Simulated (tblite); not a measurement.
A geometry optimisation, step by step.

C3H9AlCl2Ge.
SMILES with atom numbers: `[CH3:1][C:2]([CH3:3])([GeH3:4])[Al:5]([Cl:6])[Cl:7]` (hydrogens: H8, H9, H10 on C1; H11, H12, H13 on C3; H14, H15, H16 on Ge4)

Computed with GFN2-xTB (tblite), gas phase: L-BFGS steps from a force-field or distance-geometry start until the largest atomic force falls under 0.01 eV/Å. 7 of its 152 geometries are shown.

Step 0: E = -630.9612 eV, largest atomic force 2.221 eV/Å
```
atom  x, y, z in Å  |  force x, y, z in eV/Å
C1     -0.302    1.446   -0.390   -0.273   0.722   0.186
C2     -0.032    0.043    0.112    0.191  -0.591  -0.412
C3     -0.388   -0.134    1.570    0.166   0.861   1.530
Ge4    -1.017   -1.125   -1.080   -0.399  -0.676  -0.785
Al5     1.933   -0.307   -0.080    2.217  -0.083   0.103
Cl6     2.959   -1.993    0.876   -0.924   1.441  -0.922
Cl7     3.123    1.270   -1.079   -0.848  -1.449   0.777
H8     -0.938    1.447   -1.287    0.200   0.130   0.127
H9      0.671    1.883   -0.637   -0.540   0.663   0.058
H10    -0.860    1.996    0.393    0.583   0.116  -0.535
H11    -0.581   -1.169    1.877   -0.105   0.282  -0.208
H12    -1.237    0.546    1.872    0.508  -0.974  -0.318
H13     0.488    0.219    2.160   -0.572  -0.199   0.142
H14    -2.523   -0.939   -0.834    0.284  -0.233  -0.115
H15    -0.748   -0.577   -2.508   -0.128  -0.418   0.471
H16    -0.557   -2.597   -0.976   -0.359   0.407  -0.101
```

Step 25: E = -631.7959 eV, largest atomic force 0.140 eV/Å
```
atom  x, y, z in Å  |  force x, y, z in eV/Å
C1     -0.296    1.602   -0.327    0.017  -0.008  -0.021
C2      0.047    0.153    0.084   -0.069  -0.013   0.026
C3     -0.389   -0.145    1.532    0.032   0.003   0.034
Ge4    -0.959   -1.140   -1.056   -0.028   0.024  -0.026
Al5     2.012   -0.236   -0.111    0.076  -0.026  -0.003
Cl6     2.732   -1.947    0.702    0.021  -0.129   0.050
Cl7     3.313    0.925   -1.154   -0.079   0.046  -0.031
H8     -0.916    1.635   -1.225   -0.034  -0.022  -0.016
H9      0.601    2.186   -0.539    0.026   0.059   0.028
H10    -0.843    2.103    0.469    0.007   0.015  -0.002
H11    -0.302   -1.214    1.745    0.006   0.069  -0.006
H12    -1.433    0.150    1.690    0.102  -0.089  -0.036
H13     0.233    0.386    2.253   -0.058   0.073   0.059
H14    -2.432   -0.995   -0.768   -0.008  -0.016  -0.059
H15    -0.768   -0.881   -2.525   -0.016  -0.019   0.018
H16    -0.607   -2.574   -0.783    0.005   0.034  -0.016
```

Step 50: E = -631.8316 eV, largest atomic force 0.065 eV/Å
```
atom  x, y, z in Å  |  force x, y, z in eV/Å
C1     -0.278    1.612   -0.302   -0.006   0.003   0.003
C2      0.040    0.157    0.111   -0.004   0.022   0.011
C3     -0.385   -0.124    1.562    0.007   0.008  -0.024
Ge4    -0.951   -1.125   -1.061    0.026   0.037   0.013
Al5     1.992   -0.299   -0.124    0.018   0.005  -0.030
Cl6     2.683   -2.042    0.655    0.013  -0.004  -0.008
Cl7     3.190    0.887   -1.258   -0.002  -0.023   0.001
H8     -0.855    1.665   -1.227    0.009  -0.061  -0.020
H9      0.630    2.197   -0.456   -0.004   0.016   0.024
H10    -0.864    2.106    0.472   -0.014  -0.014   0.015
H11    -0.073   -1.125    1.864   -0.012  -0.020  -0.008
H12    -1.471   -0.063    1.670   -0.011   0.010   0.005
H13     0.068    0.589    2.251   -0.002   0.018   0.011
H14    -2.438   -0.986   -0.860   -0.012   0.004  -0.016
H15    -0.685   -0.880   -2.518   -0.004   0.018   0.003
H16    -0.612   -2.560   -0.791   -0.003  -0.019   0.021
```

Step 76: E = -631.8984 eV, largest atomic force 0.197 eV/Å
```
atom  x, y, z in Å  |  force x, y, z in eV/Å
C1     -0.319    1.588   -0.250   -0.034  -0.045  -0.105
C2      0.070    0.178    0.210   -0.053  -0.057  -0.036
C3     -0.361   -0.065    1.657    0.043  -0.068   0.026
Ge4    -0.886   -1.088   -1.012    0.002  -0.010   0.003
Al5     1.951   -0.370   -0.235    0.087   0.057  -0.007
Cl6     2.701   -2.136    0.426   -0.044  -0.003   0.049
Cl7     3.011    0.702   -1.588    0.018   0.061  -0.051
H8     -0.360    1.633   -1.340    0.170   0.098  -0.020
H9      0.381    2.345    0.105   -0.056   0.016   0.026
H10    -1.321    1.838    0.107    0.032  -0.006   0.063
H11     0.008   -1.033    2.002   -0.047   0.012   0.041
H12    -1.452   -0.057    1.748    0.016  -0.019  -0.010
H13     0.034    0.708    2.316    0.039   0.006   0.020
H14    -2.362   -0.785   -0.979   -0.054  -0.064  -0.091
H15    -0.390   -0.896   -2.419   -0.080   0.070  -0.030
H16    -0.712   -2.552   -0.759   -0.039  -0.049   0.122
```

Step 101: E = -631.9621 eV, largest atomic force 0.027 eV/Å
```
atom  x, y, z in Å  |  force x, y, z in eV/Å
C1     -0.304    1.604   -0.248   -0.004  -0.014   0.010
C2      0.055    0.174    0.166   -0.007  -0.012   0.000
C3     -0.331   -0.087    1.625    0.001  -0.015  -0.002
Ge4    -0.942   -1.103   -1.009   -0.002   0.000   0.012
Al5     1.958   -0.330   -0.273    0.012   0.013   0.004
Cl6     2.709   -2.053    0.492    0.006   0.006   0.012
Cl7     3.000    0.748   -1.640   -0.006   0.000  -0.011
H8      0.004    1.800   -1.275    0.001  -0.007  -0.026
H9      0.189    2.333    0.395    0.010   0.004   0.016
H10    -1.383    1.764   -0.178    0.009   0.002  -0.004
H11    -0.045   -1.097    1.923    0.010  -0.007   0.004
H12    -1.410    0.014    1.768   -0.003   0.014  -0.013
H13     0.168    0.618    2.291   -0.020  -0.001   0.005
H14    -2.429   -0.839   -1.012    0.019   0.002   0.012
H15    -0.487   -1.005   -2.438   -0.014   0.005  -0.010
H16    -0.757   -2.534   -0.598   -0.012   0.009  -0.009
```

Step 126: E = -631.9665 eV, largest atomic force 0.016 eV/Å
```
atom  x, y, z in Å  |  force x, y, z in eV/Å
C1     -0.275    1.591   -0.255    0.000   0.005  -0.013
C2      0.065    0.156    0.159   -0.009   0.004   0.000
C3     -0.346   -0.109    1.610   -0.002  -0.001  -0.005
Ge4    -0.962   -1.096   -1.015    0.001   0.000   0.005
Al5     1.982   -0.316   -0.249    0.003   0.002  -0.003
Cl6     2.807   -1.968    0.594   -0.005   0.001   0.009
Cl7     2.976    0.739   -1.669    0.003  -0.007  -0.006
H8      0.038    1.783   -1.283    0.001  -0.006   0.013
H9      0.225    2.314    0.391   -0.005  -0.004  -0.001
H10    -1.353    1.766   -0.192    0.001  -0.001   0.008
H11    -0.058   -1.117    1.914    0.006  -0.004   0.009
H12    -1.430   -0.017    1.725   -0.009   0.002   0.008
H13     0.127    0.601    2.289    0.009   0.000  -0.002
H14    -2.442   -0.816   -0.926    0.004  -0.003  -0.006
H15    -0.582   -0.964   -2.461   -0.005  -0.001  -0.009
H16    -0.778   -2.538   -0.644    0.007   0.012  -0.007
```

Step 151: E = -631.9688 eV, largest atomic force 0.008 eV/Å
```
atom  x, y, z in Å  |  force x, y, z in eV/Å
C1     -0.284    1.598   -0.247    0.003   0.005   0.002
C2      0.064    0.160    0.150   -0.006   0.003  -0.001
C3     -0.337   -0.120    1.602    0.001   0.001  -0.003
Ge4    -0.965   -1.077   -1.038    0.008   0.001  -0.002
Al5     1.982   -0.324   -0.233   -0.007   0.002  -0.003
Cl6     2.820   -1.885    0.759    0.002  -0.002   0.000
Cl7     2.964    0.599   -1.751   -0.004  -0.001  -0.005
H8      0.038    1.805   -1.269    0.000  -0.001   0.001
H9      0.203    2.316    0.413    0.001  -0.002  -0.001
H10    -1.363    1.763   -0.191    0.006   0.000   0.000
H11    -0.042   -1.129    1.896   -0.006  -0.003   0.003
H12    -1.419   -0.030    1.730    0.001   0.000   0.000
H13     0.144    0.585    2.281   -0.003  -0.002   0.005
H14    -2.448   -0.846   -0.892    0.000  -0.002   0.000
H15    -0.642   -0.882   -2.490    0.001   0.000   0.004
H16    -0.724   -2.525   -0.730    0.004   0.000   0.003
```

Question: Summarise the path.

Answer: The energy falls by 1.0076 eV from step 0 to step 151; nine tenths of that is first reached at step 72. It falls at every step. The largest force goes from 2.221 to 0.008 eV/Å. Among the bonds Al5–Cl7 changes most, from 2.214 to 2.030 Å; the atoms move by 0.585 Å rms after alignment.

The cost below is that of the whole relaxation. Hardware: one thread of an Arm Neoverse N1, shared host. Cost: 2.5 s.
